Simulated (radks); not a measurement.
Question: Sn IV, 47 electrons, occupied as [Kr] 4d8 5s1 5p2 (not the ground configuration). Method: Dirac Kohn-Sham, PBEsol, spin-unpolarised, spherical densities, finite nucleus; open shells are shared between the two j in proportion to 2j + 1; Fermi nuclear charge, rms radius 4.6519 fm; computed with a radial shooting solver on a logarithmic mesh with Libxc functionals. Some entries of the table are withheld. Estimate them.

orbital      occ.  eigenvalue (eV)  <r> (bohr)  <r^2> (bohr^2)
1s1/2           2        -29025.50     0.02907        0.001144
2s1/2           2        -4421.725      0.1252         0.01853
2p1/2           2        -4134.134      0.1058             (1)
2p3/2           4        -3903.700      0.1112             (2)
3s1/2           2        -891.1020      0.3392          0.1317
3p1/2           2        -774.2734      0.3299             (3)
3p3/2           4        -732.1595      0.3411             (4)
3d3/2           4        -525.5463      0.3124          0.1159
3d5/2           6        -516.8440      0.3160          0.1184
4s1/2           2        -178.4700      0.8103          0.7420
4p1/2           2        -139.1498      0.8520          0.8274
4p3/2           4        -131.2775      0.8796          0.8816
4d3/2         3.2         -68.7274       1.023           1.225
4d5/2         4.8         -67.5511       1.034           1.251
5s1/2           1              (5)       1.993           4.446
5p1/2    0.666667              (6)       2.251           5.684
5p3/2     1.33333              (7)       2.314           6.007

Answer: 
(1) 2p1/2 <r^2> (bohr^2): 0.01377
(2) 2p3/2 <r^2> (bohr^2): 0.01507
(3) 3p1/2 <r^2> (bohr^2): 0.1265
(4) 3p3/2 <r^2> (bohr^2): 0.1351
(5) 5s1/2 eigenvalue (eV): -41.6519
(6) 5p1/2 eigenvalue (eV): -32.0241
(7) 5p3/2 eigenvalue (eV): -30.9324
